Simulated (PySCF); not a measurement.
C5H13BO2, SMILES CC(CB(O)O)(C)C (GFN2-xTB optimised geometry):

```
21

C      0.575     1.464     2.352
C      1.007     0.370     1.375
C      2.530     0.407     1.215
C      0.599    -0.997     1.931
C      0.349     0.613     0.000
B     -1.256     0.613     0.000
O     -2.010    -0.524    -0.030
O     -1.911     1.791     0.000
H      0.869     2.442     1.979
H      1.036     1.311     3.326
H     -0.505     1.461     2.471
H      3.018     0.255     2.176
H      2.866    -0.372     0.534
H      2.849     1.368     0.819
H      0.861    -1.791     1.233
H      1.114    -1.190     2.870
H     -0.471    -1.032     2.120
H      0.718    -0.150    -0.692
H      0.701     1.575    -0.374
H     -1.526    -1.348    -0.030
H     -2.866     1.708    -0.015
```

Calculation: B3LYP/def2-SVP (PySCF).

What are the frontier orbital energies and the dipole moment?

HOMO-2 -8.64 eV, HOMO-1 -8.61 eV, HOMO -8.02 eV, LUMO 0.86 eV, LUMO+1 1.54 eV; dipole moment 1.26 D.

Meta-Löwdin charges at B3LYP/def2-SVP: C1 -0.28, C2 0.10, C3 -0.28, C4 -0.29, C5 -0.30, B6 0.42, O7 -0.50, O8 -0.48, H9 0.09, H10 0.09, H11 0.09, H12 0.09, H13 0.09, H14 0.09, H15 0.08, H16 0.09, H17 0.09, H18 0.08, H19 0.10, H20 0.33, H21 0.32.
